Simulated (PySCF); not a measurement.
## Solvent effects on NMR parameters

Atoms are numbered as in `[AlH2:1][N:2]1[CH2:3][CH2:4][CH2:5][CH2:6]1`; H(Xn) means a hydrogen on atom n.

GIAO PBE0/pcSseg-1 in PySCF on one PBE0-D3(BJ)/def2-SVP conformer, non-relativistic, equivalent nuclei averaged. Solvents enter as an IEF-PCM continuum (benzene with ε = 2.3, dichloromethane with ε = 8.9) around the gas-phase geometry. Shifts are referred to AlH4-, TMS computed in the same medium.

In benzene, δ in ppm: Al1 115.4, C3/C6 53.3, C4/C5 27.7, H(Al1) 4.30, H(C3)/H(C6) 3.23, H(C4)/H(C5) 1.51. Dipole moment 1.29 D.

Q: How does each δ change in the more polar medium?

A: 
```tsv
atoms	environment	Δδ, dichloromethane
Al1	aluminium bonded to N, 2 H	-7.5
C3/C6	sp3 CH2 bonded to N	+0.2
C4/C5	sp3 CH2 in a ring	+0.2
H(Al1)	hydrogen on an aluminium bonded to N	-0.16
H(C3)/H(C6)	hydrogen on an sp3 CH2 bonded to N	0.00
H(C4)/H(C5)	hydrogen on an sp3 CH2 in a ring	0.00
```

Changes are relative to benzene. The dipole moment becomes 1.36 D in dichloromethane.

Q: Which nuclei move most (in ppm), and what does the model miss?

A: Al1 (aluminium bonded to N, 2 H, -7.5 ppm) in dichloromethane. A continuum only polarises the solute; specific hydrogen bonds, the anisotropy of aromatic solvents and changes of geometry or conformer are outside it.
